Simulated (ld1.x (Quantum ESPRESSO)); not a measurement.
**u(r) = r·R(r): atom against pseudo-atom (Re (Z = 75))**

Columns: radius, all-electron u(r) and pseudo u(r) of the 5d shell (level -6.92 eV) of rhenium in the configuration [Xe] 4f14 5d5 6s1 6p1; Wu–Cohen, scalar-relativistic, ultrasoft scheme, ld1.x (Quantum ESPRESSO) 7.5.

```json
{"r (bohr)": "0.165", "all-electron": "0.1446", "pseudo": "0.0053"}
{"r (bohr)": "0.330", "all-electron": "-0.3251", "pseudo": "0.0396"}
{"r (bohr)": "0.495", "all-electron": "-0.2411", "pseudo": "0.1207"}
{"r (bohr)": "0.660", "all-electron": "0.0917", "pseudo": "0.2484"}
{"r (bohr)": "0.825", "all-electron": "0.3990", "pseudo": "0.4042"}
{"r (bohr)": "0.990", "all-electron": "0.6095", "pseudo": "0.5588"}
{"r (bohr)": "1.155", "all-electron": "0.7281", "pseudo": "0.6830"}
{"r (bohr)": "1.320", "all-electron": "0.7778", "pseudo": "0.7574"}
{"r (bohr)": "1.485", "all-electron": "0.7818", "pseudo": "0.7792"}
{"r (bohr)": "1.650", "all-electron": "0.7573", "pseudo": "0.7596"}
{"r (bohr)": "1.815", "all-electron": "0.7165", "pseudo": "0.7173"}
{"r (bohr)": "1.980", "all-electron": "0.6673", "pseudo": "0.6673"}
{"r (bohr)": "2.145", "all-electron": "0.6148", "pseudo": "0.6148"}
{"r (bohr)": "2.310", "all-electron": "0.5622", "pseudo": "0.5622"}
{"r (bohr)": "2.475", "all-electron": "0.5113", "pseudo": "0.5113"}
{"r (bohr)": "2.640", "all-electron": "0.4631", "pseudo": "0.4631"}
{"r (bohr)": "2.805", "all-electron": "0.4181", "pseudo": "0.4181"}
{"r (bohr)": "2.970", "all-electron": "0.3766", "pseudo": "0.3766"}
{"r (bohr)": "3.135", "all-electron": "0.3385", "pseudo": "0.3385"}
{"r (bohr)": "3.300", "all-electron": "0.3038", "pseudo": "0.3038"}
{"r (bohr)": "3.465", "all-electron": "0.2723", "pseudo": "0.2723"}
{"r (bohr)": "3.630", "all-electron": "0.2437", "pseudo": "0.2437"}
{"r (bohr)": "3.795", "all-electron": "0.2179", "pseudo": "0.2179"}
{"r (bohr)": "3.960", "all-electron": "0.1946", "pseudo": "0.1946"}
{"r (bohr)": "4.125", "all-electron": "0.1737", "pseudo": "0.1737"}
{"r (bohr)": "4.290", "all-electron": "0.1548", "pseudo": "0.1548"}
```

(1) How many radial nodes do the two functions have?

(2) At about which radius was the pseudo-wave matched?

(3) Where does each function peak?

(4) Is the pseudo-wave norm-conserving?

## Answers

(1) The all-electron 5d function has n − l − 1 = 2; the pseudo-wave has 0, since the states of the same l below it are removed with the core.

(2) 2.00 bohr, where the columns begin to agree (steps of 0.17 bohr).

(3) Outermost all-electron maximum near 1.49 bohr, pseudo maximum near 1.49 bohr (to the table’s step).

(4) No, it belongs to an ultrasoft set: the norm inside the radius is not constrained, and the difference is carried by the augmentation charge.
